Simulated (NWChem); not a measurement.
System: InF₃; SMILES [F][In]([F])[F]

```xyz
4

In     0.0000     0.0000     0.0000
F     -1.7591     0.8066     0.0000
F      1.5781     1.1202     0.0000
F      0.1811    -1.9267     0.0000
```
Atoms are numbered in this order, from 1.

Computed with NWChem. Coordinates come from a PBE0/def2-SVP optimisation. def2 effective core potentials on In; no spin-orbit coupling.

Q: Taking PBE/def2-QZVP as the yardstick, which of these has the fewest basis functions while keeping “highest occupied level (eV)” within 0.05 eV of it: PBE/def2-SVPD; PBE/def2-TZVPD; PBE/def2-TZVPP; PBE/def2-TZVP; PBE/def2-SVP?

A: PBE/def2-TZVPD.
```
level           basis functions  highest occupied level (eV)
--------------  ---------------  ---------------------------
PBE/def2-SVP                 68                        -8.79
PBE/def2-SVPD               101                        -9.39
PBE/def2-TZVP               143                        -9.19
PBE/def2-TZVPP              143                        -9.19
PBE/def2-TZVPD              176                        -9.28
PBE/def2-QZVP               253                        -9.25
```

The yardstick is one finite set, not the basis-set limit.
